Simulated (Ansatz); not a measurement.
```yaml
crystal:
  periodic: [false, false, false]
  atoms:
    - {symbol: In, position_ang: [-0.127779, 0.112225, 0.060323]}
    - {symbol: F, position_ang: [0.131845, 0.015033, 1.876837]}
    - {symbol: H, position_ang: [1.763660, 0.046709, -0.466586]}
    - {symbol: H, position_ang: [-0.843186, 1.526121, -0.615513]}
    - {symbol: H, position_ang: [-0.778861, -1.483996, -0.462724]}
basis:
  gaussian: {orbitals: STO-3G}
total_charge: -2
magnetization: {spin_polarized: true, initial_magnetization: 1}
hamiltonian: {xc: {name: B2GP-PLYP}}
output: {forces: true}
```

```sh
$ ansatz run in.yaml --threads 4 --pin off --events-out ev --progress --plain --max-ram 3916MiB
```

It prints (some lines left out):

```
Functional definition: B2GP-PLYP
477 factors; integrals over basis functions are off by at most 7.0e-5 eV
mean field evaluation 1: about -157352.3628 eV, gradient 6.4e1 eV
mean field evaluation 2: about -157352.4702 eV, gradient 6.4e1 eV
mean field evaluation 4: about -157376.0247 eV, gradient 2.7e0 eV
mean field evaluation 8: about -157376.2280 eV, gradient 2.9e-1 eV
mean field evaluation 16: about -157376.2430 eV, gradient 5.9e-3 eV
mean field evaluation 32: about -157358.5830 eV, gradient 4.8e1 eV
mean field -157376.24304893 eV, -5783.4702585992 hartree, gradient 6.6e-6 eV, S^2 0.760181; 4 other end points of the search recorded, 0 dependent functions left out
19 core orbitals not correlated: weight in the atoms' cores, before any rotation towards them, 1.000 or more for the frozen orbitals, at most 0.000 for the correlated occupied ones
reference -157376.24312320 eV, -5783.4702613288 hartree; 13, 12 occupied and 3, 4 virtual orbitals, 477 factors
second order -1.53589950 eV of doubles, -0.00000000 eV of singles
Total energy: -157376.79604702 eV, -5783.4905809044 hartree
Atom 0 at    -0.127779     0.112225     0.060323 Å, force    -4.643313    -0.452211    -1.130131 eV/Å
Atom 1 at     0.131845     0.015033     1.876837 Å, force     3.132097    -0.543547     5.222008 eV/Å
Atom 2 at     1.763660     0.046709    -0.466586 Å, force    -1.304386     0.125945     0.197183 eV/Å
Atom 3 at    -0.843186     1.526121    -0.615513 Å, force     1.379981     1.401648    -2.673873 eV/Å
Atom 4 at    -0.778861    -1.483996    -0.462724 Å, force     1.435620    -0.531835    -1.615187 eV/Å
Dipole moment:     0.131336     0.055369     0.110191 e Å
```

It took 1.6 s on 4 threads of Arm Neoverse V2 on a shared host.

Correlated methods freeze 19 core orbitals; core or outer-core shells of In are correlated, in sets that lack core-valence functions. A multiply charged anion in the gas phase is held together partly by the finite basis. The highest occupied level of an anion often lies above zero with these methods, and sets without diffuse functions describe the outer electron poorly.

The dipole of an ion depends on the origin.
